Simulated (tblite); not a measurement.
Species: C₆H₁₁AsOSi.
Cartesian coordinates in Å at the GFN2-xTB level; atoms count from 1:
```xyz
20
C6H11AsOSi angstrom
C      3.774    0.362   -1.309
C      2.593   -0.169   -0.670
C      1.611   -0.614   -0.130
Si     0.088   -1.300    0.645
C     -1.283   -0.006    0.303
C     -1.034    1.359    0.928
As    -3.020   -0.717    1.048
C     -1.569    0.040   -1.130
O     -1.359   -0.867   -1.903
H      4.647    0.199   -0.677
H      3.930   -0.136   -2.265
H      3.658    1.432   -1.483
H     -0.265   -2.613    0.103
H      0.242   -1.364    2.113
H     -0.084    1.771    0.586
H     -1.831    2.062    0.662
H     -1.001    1.280    2.017
H     -3.893    0.149    0.169
H     -3.152   -1.837    0.067
H     -2.056    0.978   -1.485
```

All values are computed: GFN2-xTB (tblite) harmonic vibrations without scaling, gas phase. This tight-binding method is rough: wavenumbers can miss measured ones by several per cent, in bad cases by 10 to 20. Modes of hydrogen on arsenic and silicon can be 10 to 20 % off. One conformer, not necessarily the lowest. The optimisation stopped once no atom felt more than 0.01 eV/Å.

Lowest wavenumbers of the output (negative numbers stand for imaginary wavenumbers):
```
mode    cm-1
  1     -39.5
  2      21.2
  3      45.5
  4      89.5
  5     114.0
  6     142.1
  7     166.3
  8     173.4
  9     202.0
 10     223.4
 11     225.9
 12     235.2
 13     293.6
 14     313.1
 15     322.2
```

Q: Is this structure a minimum?

A: Not by this Hessian. 1 mode is imaginary beyond 20i (40i cm⁻¹), so at this level the point lies at or near a first-order saddle. The curvature is small, so loose convergence or finite differences may be the whole cause.

Q: Which atoms move in the imaginary mode?

A: 40i: H11 (methyl hydrogen) 34 %, H12 (methyl hydrogen) 33 %, H10 (methyl hydrogen) 32 %. These are shares of the mass-weighted motion.

Q: What is the remedy?

A: Step along that mode in both directions, optimise again with tighter thresholds and repeat the frequencies. The zero-point energy of this point (87.4 kcal/mol) counts the 53 real modes alone, and thermal corrections from it aren't those of a minimum.
